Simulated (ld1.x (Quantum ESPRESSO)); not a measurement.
# What one change does to a pseudopotential (Ga, TM)

* Element: Ga
* Generator: ld1.x (Quantum ESPRESSO) 7.5
* Type: norm-conserving Troullier–Martins (Kleinman–Bylander form)
* Functional: LDA (PZ)
* Relativity: scalar-relativistic
* Frozen core: [Ar] 3d10
* Valence charge: 3
* Reference configuration: 4s2 4p1
* Partial waves: 4s (bound): rc 1.90 bohr; 4d channel at -0.05 Ry: rc 1.75 bohr; 4p (bound): rc 2.25 bohr
* Local potential: the p channel
* Core correction: a·sin(br)/r model core, default radius (core density twice the valence density)

Change: local potential the s channel.

Cutoffs: the cutoffs (Ry, on a coarse ladder) from which the occupation-weighted sum of valence levels, in a spherical-Bessel basis at the reference potential, stays within 10 and 1 mRy of its value at 400 Ry; they do not see the model core or the augmentation charge, which bear on the density cutoff. Errors are all-electron minus pseudo energies relative to the spin-unpolarised reference configuration.

Question: How do hardness, ghosts and transferability respond?

Answer: The potential gets neither clearly harder nor softer (15 Ry and 35 Ry → 15 Ry and 35 Ry); the bound ghosts move from d, s to d; of the 9 tests that both files solve, the error grows in 0 and shrinks in 1 by more than 15 % and 0.3 meV (median size 16.1 → 15.5 meV); the range in which the p phases agree widens (upper end 3.7 → at the end of the scan). In the separable form a ghost depends on how the local part lies against the semilocal potential of the channel, so the choice of the local part can create or remove one.

| quantity | base | changed |
| --- | --- | --- |
| cutoff, loose | 15 Ry | 15 Ry |
| cutoff, tight | 35 Ry | 35 Ry |
| bound ghosts | s, d | d |
| error for 4s2 4p0, meV [ΔE 5.89 eV] | -14 | -11 |
| error for 4s1 4p0, meV [ΔE 27.39 eV] | -191 | -173 |
| error for 4s2 4p0.5, meV [ΔE 2.12 eV] | -2.1 | -1.8 |
| error for 4s1 4p2, meV [ΔE 6.61 eV] | -16 | -15 |
| error for 4s1 4p1, meV [ΔE 13.34 eV] | -51 | -48 |
| error for 4s2 4p1.3, meV [ΔE -0.58 eV] | -0.1 | -0.1 |
| error for 4s0 4p3, meV [ΔE 13.54 eV] | -58 | -60 |
| error for 4s2 4p1 (spin-polarised), meV [ΔE -0.13 eV] | -0.7 | -0.6 |
| error for 4s1 4p0 (spin-polarised), meV [ΔE 27.08 eV] | -197 | -181 |
| s: phases at 2.45 bohr within 0.05 rad from the reference energy up to (Ry; the scan ends near 5) | 2.7 | 2.8 |
| p: phases at 2.45 bohr within 0.05 rad from the reference energy up to (Ry; the scan ends near 5) | 3.7 | to the end of the scan |
| d: phases at 2.45 bohr within 0.05 rad from the reference energy up to (Ry; the scan ends near 5) | to the end of the scan | to the end of the scan |

 A true bound ghost makes a file unfit for plane-wave use even where its test errors are small: the radial tests pick states by their node count and pass the ghost by.
